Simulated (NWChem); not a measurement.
Molecule: C3H6OSi; SMILES C#C[SiH2]OC

```xyz
11

Si     0.9616    -0.0254    -0.0937
C     -0.0634     1.5029     0.0118
C     -0.7730     2.5041     0.0852
O      0.0858    -1.3597     0.4177
C     -1.1388    -1.7484    -0.1778
H      2.1314     0.0760     0.8318
H      1.4093    -0.1780    -1.5237
H     -1.3918     3.3899     0.1521
H     -1.5277    -2.6333     0.3659
H     -1.0131    -2.0304    -1.2493
H     -1.9054    -0.9418    -0.1223
```
Atoms are numbered in this order, from 1.

Coordinates come from a PBE-D3(BJ)/def2-SVP optimisation.

Q: List the 6 lowest vertical singlet excitations from B3LYP/6-31+G* (spherical d), TDA (NWChem).

A: 
```
state  energy (eV)  oscillator strength  leading excitation (squared amplitude)
-----  -----------  -------------------  --------------------------------------
S1            5.65                0.001                      HOMO → LUMO (0.83)
S2            5.98                0.004                    HOMO−1 → LUMO (0.36)
S3            6.17                0.001                  HOMO−2 → LUMO+1 (0.49)
S4            6.22                0.002                    HOMO−2 → LUMO (0.49)
S5            6.88                0.012                  HOMO−2 → LUMO+1 (0.39)
S6            7.02                0.031                    HOMO−3 → LUMO (0.82)
```
